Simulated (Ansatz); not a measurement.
Input file for Ansatz (a first-principles code): R-MP2/def2-TZVPP on FHTe (SMILES F[TeH]). Elements past Kr take the def2 small-core potentials; no spin–orbit coupling. The run froze 10 orbitals, filled d shells among them.

Ansatz 0.2 input:
```yaml
crystal:
  periodic: [false, false, false]
  atoms:
    - {symbol: Te, position_ang: [0.18520281, -0.06190329, 0.20009471]}
    - {symbol: H, position_ang: [1.30686356, -0.32046039, -1.00701716]}
    - {symbol: F, position_ang: [-1.21526772, 0.39327014, -1.04421199]}
basis:
  gaussian:
    orbitals: def2-TZVPP
magnetization: {spin_polarized: false}
correlation: {method: mp2, electrons: outside_noble_gas}
accuracy: high
relax: {f_tol: 0.0005, max_steps: 60}
scf: {lower_state_search: off}
output: {forces: true}
```

It printed:

```
WARN ansatz: RAYON_NUM_THREADS=1 ignored (pool sized by the plan → 1); use --threads N
Functional definition: HF
these checks for a lower state are left out or cut short: starts, cluster_reference, orbital_swaps, neighbouring_geometries, increment
integrals: 0.12 GiB planned
1739 factors; integrals over basis functions are off by at most 2.3e-9 eV
mean field: 0.32 GiB planned
mean field evaluation 1: about -9986.4830 eV, gradient 2.7e1 eV
mean field evaluation 2: about -9986.5045 eV, gradient 2.7e1 eV
mean field evaluation 4: about -9987.8671 eV, gradient 1.8e0 eV
mean field evaluation 8: about -9987.8810 eV, gradient 1.9e-4 eV
mean field -9987.88103629 eV, -367.0478580547 hartree, gradient 3.3e-8 eV, S^2 0.000000; 0 other end points of the search recorded, 0 dependent functions left out
10 core orbitals not correlated
reference -9987.88103629 eV, -367.0478580547 hartree; 7, 7 occupied and 78, 78 virtual orbitals, 1739 factors
densities: 0.29 GiB planned
second order -10.61806944 eV of doubles, -0.00000000 eV of singles
the calculation of the forces begins
mean field evaluation 16: about -9987.8810 eV, gradient 3.3e-8 eV
relax step   1: F+E_penalty+E_count = -9998.49910573 eV  Δ(F+E_penalty+E_count) = +0.000e0 eV  max|allowed force component| = 4.180e-1 eV/Å  Δτ_max = 0.0000 Å  (59 SCF iters, accepted)
these checks for a lower state are left out or cut short: starts, cluster_reference, orbital_swaps, neighbouring_geometries, increment
integrals: 0.12 GiB planned
1739 factors; integrals over basis functions are off by at most 2.2e-9 eV
mean field: 0.32 GiB planned
mean field -9987.90036547 eV, -367.0485683892 hartree, gradient 4.0e-8 eV, S^2 0.000000; 0 other end points of the search recorded, 0 dependent functions left out
10 core orbitals not correlated
reference -9987.90036547 eV, -367.0485683892 hartree; 7, 7 occupied and 78, 78 virtual orbitals, 1739 factors
densities: 0.29 GiB planned
second order -10.60252898 eV of doubles, -0.00000000 eV of singles
the calculation of the forces begins
relax step   2: F+E_penalty+E_count = -9998.50289445 eV  Δ(F+E_penalty+E_count) = -3.789e-3 eV  max|allowed force component| = 1.479e-1 eV/Å  Δτ_max = 0.0146 Å  (60 SCF iters, accepted)
these checks for a lower state are left out or cut short: starts, cluster_reference, orbital_swaps, neighbouring_geometries, increment
integrals: 0.12 GiB planned
1739 factors; integrals over basis functions are off by at most 2.2e-9 eV
mean field: 0.32 GiB planned
mean field evaluation 32: about -9987.9017 eV, gradient 1.1e-4 eV
mean field -9987.90170182 eV, -367.0486174988 hartree, gradient 4.1e-8 eV, S^2 0.000000; 0 other end points of the search recorded, 0 dependent functions left out
10 core orbitals not correlated
reference -9987.90170182 eV, -367.0486174988 hartree; 7, 7 occupied and 78, 78 virtual orbitals, 1739 factors
densities: 0.29 GiB planned
second order -10.60198288 eV of doubles, -0.00000000 eV of singles
the calculation of the forces begins
relax step   3: F+E_penalty+E_count = -9998.50368469 eV  Δ(F+E_penalty+E_count) = -7.902e-4 eV  max|allowed force component| = 9.366e-3 eV/Å  Δτ_max = 0.0047 Å  (61 SCF iters, accepted)
these checks for a lower state are left out or cut short: starts, cluster_reference, orbital_swaps, neighbouring_geometries, increment
integrals: 0.12 GiB planned
1739 factors; integrals over basis functions are off by at most 2.2e-9 eV
mean field: 0.32 GiB planned
mean field -9987.90158342 eV, -367.0486131477 hartree, gradient 1.9e-8 eV, S^2 0.000000; 0 other end points of the search recorded, 0 dependent functions left out
10 core orbitals not correlated
reference -9987.90158342 eV, -367.0486131477 hartree; 7, 7 occupied and 78, 78 virtual orbitals, 1739 factors
densities: 0.29 GiB planned
second order -10.60210642 eV of doubles, -0.00000000 eV of singles
the calculation of the forces begins
relax step   4: F+E_penalty+E_count = -9998.50368983 eV  Δ(F+E_penalty+E_count) = -5.141e-6 eV  max|allowed force component| = 6.364e-3 eV/Å  Δτ_max = 0.0029 Å  (49 SCF iters, accepted)
these checks for a lower state are left out or cut short: starts, cluster_reference, orbital_swaps, neighbouring_geometries, increment
integrals: 0.12 GiB planned
1739 factors; integrals over basis functions are off by at most 2.2e-9 eV
mean field: 0.32 GiB planned
mean field -9987.90175059 eV, -367.0486192913 hartree, gradient 1.9e-8 eV, S^2 0.000000; 0 other end points of the search recorded, 0 dependent functions left out
10 core orbitals not correlated
reference -9987.90175059 eV, -367.0486192913 hartree; 7, 7 occupied and 78, 78 virtual orbitals, 1739 factors
densities: 0.29 GiB planned
second order -10.60194771 eV of doubles, -0.00000000 eV of singles
the calculation of the forces begins
relax step   5: F+E_penalty+E_count = -9998.50369830 eV  Δ(F+E_penalty+E_count) = -8.464e-6 eV  max|allowed force component| = 6.851e-5 eV/Å  Δτ_max = 0.0013 Å  (48 SCF iters, accepted)
Total energy: -9998.50369830 eV, -367.4382336832 hartree
Atom 0 at     0.184948    -0.061451     0.192185 Å, force    -0.000018     0.000008    -0.000069 eV/Å
Atom 1 at     1.298070    -0.318178    -1.002863 Å, force    -0.000027     0.000006     0.000029 eV/Å
Atom 2 at    -1.206220     0.390536    -1.040456 Å, force     0.000045    -0.000015     0.000040 eV/Å
Dipole moment:     0.373007    -0.118316     0.270783 e Å
Checks for a lower state left out: starts, cluster_reference, orbital_swaps, neighbouring_geometries, increment
```

The run converged.

Cost: roughly 30 core-seconds.
